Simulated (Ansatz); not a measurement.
Computed with Ansatz on PBE0-D4/def2-TZVP structures; ΔE is electronic, products minus reactants. CBS: MP2 limit from def2 TZ/QZ plus the TZ coupled-cluster correction, frozen cores. This one scheme is used for every species. DFT in def2-TZVPP. HSE06 is defined as in plane-wave codes. def2 core potentials past Kr. For I outer-core shells are correlated without core-valence functions, which leaves a few kJ/mol of doubt a bond. Each species was taken in one conformer, which may not be the lowest.

Consider the formal hydrolysis of a C–I bond: `[SiH3]C(Cl)I` + H₂O → `OC([SiH3])Cl` + HI.

Problem. Is it downhill or uphill in electronic energy at CCSD(T)/CBS, and by how much? (Best estimate.)

Solution. Computed: Uphill: ΔE = +9.6 kcal/mol.

Problem. What do these levels give: PBE-D4, r2SCAN-D4, PBE0-D4, HSE06-D4, BHLYP-D4, ωB97X-V, revPBE, BHLYP, RPA@PBE/def2-TZVPP, SCS-MP2/def2-TZVPP, SCS-MP2/def2-QZVPP, CCSD/CBS(def2)? (An estimate is asked.)

Solution. Computed: PBE-D4 5.7, r2SCAN-D4 4.7, PBE0-D4 5.7, HSE06-D4 5.8, BHLYP-D4 5.4, ωB97X-V 4.2, revPBE 4.5, BHLYP 2.7, RPA@PBE/def2-TZVPP 6.2, SCS-MP2/def2-TZVPP 8.6, SCS-MP2/def2-QZVPP 10.1, CCSD/CBS(def2) 8.7 kcal/mol.

Largest T1 diagnostic among the species: 0.011.

The D4 term adds +2.2 kcal/mol with B3LYP and +1.1 kcal/mol with PBE0; it sums over pairs of atoms, weighted by their polarisabilities, and B3LYP, whose exchange is more repulsive, gets the larger term. At CCSD(T), def2-SVP lies −10.1 kcal/mol from the extrapolated value and def2-TZVPP −2.8 kcal/mol.

B3LYP here is the variant with VWN-RPA as its local correlation; programs differ in this.
